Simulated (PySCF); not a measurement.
# Computed records: CH₅B₂, CH₃B₂O, CH₄B₂Cl

All values are calculated (PySCF 2.14.0). Calculation on a computer-drawn molecule: the log of a Hartree-Fock and frozen-core CCSD(T) single point meant for a local Hartree-Fock minimum, with one planted fault or none, to be diagnosed. Offsets are logged minus clean, where the clean run is the same molecule without the fault. The reference is restricted for singlets and unrestricted otherwise, and also for a bond in bohr or an excited solution. Adding or removing an electron swaps singlet and doublet. The excited solution moves the top pair (singlet) or top alpha electron (doublet) to the lowest empty orbital. Highest occupied and lowest empty are orbital energies over both spins, largest force is the largest gradient component, triples share is (T) over the correlation energy, the T1 limit is 0.02 restricted and 0.045 unrestricted, electrons count all cores, a negative frequency is imaginary (commonest isotopes), and the dipole is about the centre of nuclear charge.

Common to all runs: meant charge 0; meant multiplicity 2; logged SCF converged yes; logged CC converged yes; logged SCF stable within its kind yes; possible faults no fault, one electron removed, one electron added, multiplicity raised by two, geometry at a saddle point, SCF held on an excited solution, minimal basis STO-3G, one bond length entered in bohr, all coordinates scaled.

(1) CH₅B₂

Logged structure:
```xyz
8
CH5B2
B      0.5204     0.6139     0.4700
C     -0.2693    -0.5247     1.1702
B     -1.2106    -1.5187     0.4381
H      0.0751     1.1405    -0.5134
H      1.5874     0.9722     0.8903
H     -0.0962    -0.6814     2.2350
H     -1.8163    -1.1685    -0.5382
H     -1.3345    -2.6490     0.8261
```

- meant basis: cc-pVDZ
- logged electrons: 22
- logged basis functions: 67
- logged spin squared: 0
- logged highest occupied: -1.9934 eV
- logged lowest empty: 7.9209 eV
- logged largest force: 0.039952 hartree/bohr
- logged T1 diagnostic: 0.013974
- logged D1 diagnostic: 0.048327
- logged triples share: 0.035238
- logged dipole magnitude: 0.64998 debye
- logged energy HF: -90.10776 hartree
- logged energy CCSD(T): -90.49502 hartree
- planted fault: one electron added
- HF energy offset from clean run: -14.53 kcal/mol
- CCSD(T) energy offset from clean run: -47.97 kcal/mol

Drawn bonds:
| atom | other atom | order |
| --- | --- | --- |
| 1 | 2 | 1 |
| 2 | 3 | 1 |
| 1 | 4 | 1 |
| 1 | 5 | 1 |
| 2 | 6 | 1 |
| 3 | 7 | 1 |
| 3 | 8 | 1 |

(2) CH₃B₂O

Logged structure:
```xyz
7
CH3B2O
B     -1.1253     1.5882     0.8988
C     -0.5245     0.6639    -0.2050
B     -1.3541    -0.1947    -1.1584
O     -1.9961    -0.8652    -1.9031
H     -2.3115     1.6591     1.0428
H     -0.3962     2.2264     1.6015
H      0.5528     0.6026    -0.3317
```

* meant basis: cc-pVDZ
* logged electrons: 27
* logged basis functions: 71
* logged spin squared: 0.7624
* logged highest occupied: -12.025 eV
* logged lowest empty: -0.30613 eV
* logged largest force: 3.328e-05 hartree/bohr
* logged lowest frequency: 128.34 cm⁻¹
* logged T1 diagnostic: 0.020341
* logged D1 diagnostic: 0.071837
* logged triples share: 0.030504
* logged dipole magnitude: 3.4708 debye
* logged energy HF: -163.86885 hartree
* logged energy CCSD(T): -164.36338 hartree
* planted fault: no fault
* HF energy offset from clean run: 0 kcal/mol
* CCSD(T) energy offset from clean run: 0 kcal/mol

Drawn bonds:
| atom | other atom | order |
| --- | --- | --- |
| 1 | 2 | 1 |
| 2 | 3 | 1 |
| 3 | 4 | 2 |
| 1 | 5 | 1 |
| 1 | 6 | 1 |
| 2 | 7 | 1 |

(3) CH₄B₂Cl

Logged structure:
```xyz
8
CH4B2Cl
B     -2.6637     2.8902     0.0828
C     -1.4057     2.0189     0.3699
B     -1.1215     1.1438     1.6157
Cl    -2.2503     1.1021     2.9835
H     -3.1988     3.5140     0.9543
H     -3.1037     2.9485    -1.0331
H     -0.6402     1.9878    -0.4056
H     -0.1501     0.4579     1.7154
```

* meant basis: cc-pV(D+d)Z
* logged electrons: 37
* logged basis functions: 85
* logged spin squared: 3.7713
* logged highest occupied: -6.4419 eV
* logged lowest empty: -2.8778 eV
* logged largest force: 0.10158 hartree/bohr
* logged T1 diagnostic: 0.071598
* logged D1 diagnostic: 0.4145
* logged triples share: 0.037173
* logged dipole magnitude: 3.0532 debye
* logged energy HF: -548.84794 hartree
* logged energy CCSD(T): -549.33868 hartree
* planted fault: multiplicity raised by two
* HF energy offset from clean run: 138.9 kcal/mol
* CCSD(T) energy offset from clean run: 129.9 kcal/mol

Drawn bonds:
| atom | other atom | order |
| --- | --- | --- |
| 1 | 2 | 1 |
| 2 | 3 | 1 |
| 3 | 4 | 1 |
| 1 | 5 | 1 |
| 1 | 6 | 1 |
| 2 | 7 | 1 |
| 3 | 8 | 1 |

Notes: T1 above single-reference limit.

(4) CH₄B₂Cl

Logged structure:
```xyz
8
CH4B2Cl
B     -2.8421     3.0839     0.0884
C     -1.4998     2.1541     0.3947
B     -1.1967     1.2204     1.7239
Cl    -2.4010     1.1760     3.1834
H     -3.4131     3.7494     1.0182
H     -3.3116     3.1461    -1.1023
H     -0.6831     2.1210    -0.4327
H     -0.1602     0.4886     1.8303
```

- meant basis: cc-pV(D+d)Z
- logged electrons: 37
- logged basis functions: 85
- logged spin squared: 0.7596
- logged highest occupied: -10.854 eV
- logged lowest empty: 0.16029 eV
- logged largest force: 0.034903 hartree/bohr
- logged T1 diagnostic: 0.016928
- logged D1 diagnostic: 0.066614
- logged triples share: 0.028387
- logged dipole magnitude: 2.1698 debye
- logged energy HF: -549.04181 hartree
- logged energy CCSD(T): -549.52374 hartree
- planted fault: all coordinates scaled, by +6.7 %
- HF energy offset from clean run: 17.2 kcal/mol
- CCSD(T) energy offset from clean run: 13.74 kcal/mol

Drawn bonds:
| atom | other atom | order |
| --- | --- | --- |
| 1 | 2 | 1 |
| 2 | 3 | 1 |
| 3 | 4 | 1 |
| 1 | 5 | 1 |
| 1 | 6 | 1 |
| 2 | 7 | 1 |
| 3 | 8 | 1 |
